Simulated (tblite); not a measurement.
Task: Write Cartesian coordinates for InChI=1S/C6H10F3P/c1-10(6(7,8)9)5-3-2-4-5/h5H,2-4H2,1H3 as optimised with GFN2-xTB.

Result: 
```
atom  x, y, z in Å
C1    -1.8751    1.6151   -0.1682
P2    -1.1025    0.2483    0.8013
C3     0.4486   -0.0122   -0.1881
C4     1.6164    0.9298    0.1647
C5     2.5386   -0.2897    0.3055
C6     1.3142   -1.2134    0.2430
C7    -2.0842   -1.1338   -0.0401
F8    -2.0207   -1.1211   -1.3842
F9    -1.6647   -2.3458    0.3472
F10   -3.3866   -1.0504    0.2753
H11   -1.3437    2.5366    0.0630
H12   -1.8274    1.4232   -1.2400
H13   -2.9138    1.7272    0.1418
H14    0.2195   -0.0126   -1.2578
H15    1.8879    1.6515   -0.6031
H16    1.4667    1.4564    1.1069
H17    3.1213   -0.3382    1.2221
H18    3.2065   -0.4145   -0.5441
H19    1.3643   -2.0368   -0.4658
H20    1.0297   -1.6090    1.2176
```

Orientation and origin are arbitrary. Atoms count from 1 in this order. The 4-membered ring C3–C4–C5–C6 has internal angles of 89.2° to 89.7° (sum 358°, against 360° for a flat polygon); it is puckered, 0.07 Å rms from its mean plane, widest ring torsion 11°. P2 (phosphine phosphorus) is pyramidal (angles 100.0°, 95.4° and 95.2°, sum 290.6°, 0.94 Å off the plane of its three neighbours). The 3 C–P bonds span 1.845 Å (C1–P2, drawn single) to 1.893 Å (P2–C7, drawn single), a spread of 0.048 Å. Of the pairs four or more bonds apart, F8···H14 is among the closest relative to their van der Waals radii: 2.50 Å, 94 % of the sum of Bondi's values.

Bonds between heavy atoms (Å): C1–P2 1.845, P2–C3 1.858, C3–C4 1.541, C4–C5 1.535, C5–C6 1.535, P2–C7 1.893, C7–F8 1.346, C7–F9 1.340, C7–F10 1.343, C3–C6 1.542.

The geometry is computed with GFN2-xTB (gas phase).

Point group: C1 (no symmetry element, even within 0.4 Å). Its GFN2-xTB frequencies are all real (lowest 37 cm⁻¹). The numbers are those of one conformer (C1–P2–C3–C4 84°, P2–C3–C4–C5 129°, C3–C4–C5–C6 -11°, C4–C5–C6–C3 11°, P2–C3–C6–C5 -129°). 3 starts were optimised and ended at 0.00, 0.01 and 1.63 kcal/mol (GFN2-xTB); the lowest of these is shown.

On one thread, Arm Neoverse V1 (aarch64), shared host, this took 0.55 s. These figures are those of the optimisation.
